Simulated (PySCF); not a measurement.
**MTe for M along the fifth-period p block**

PBE0 with double-zeta basis sets in PySCF, for the lowest determinant that a PBE0 search found; no spin–orbit coupling. De refers to high-spin ground-configuration atoms. A positive dipole means M(−)Te(+).

```tsv
M	basis	state (unpaired electrons)	Re (Å)	ωe (cm⁻¹)	De (eV)	μ (D)
Sn	def2-SVP	singlet (closed shell)	2.533	269	3.97	-2.45
Te	def2-SVP	triplet (π ↑↑)	2.564	262	2.97	n/a
I	cc-pVDZ-PP	doublet (π ↑)	2.674	219	2.09	0.51
```

The shortest bond is that of SnTe (2.533 Å), the longest that of TeI (2.674 Å). SnTe is bound most strongly (3.97 eV) and TeI least (2.09 eV).

The rows differ in basis set, which adds steps of its own.

The state changes along the series, so neighbouring rows are not always alike in their bonding.

Spin–orbit coupling is left out, which matters for elements this heavy, above all for dissociation energies. States were picked by a PBE0 search and need not be the measured ground states.
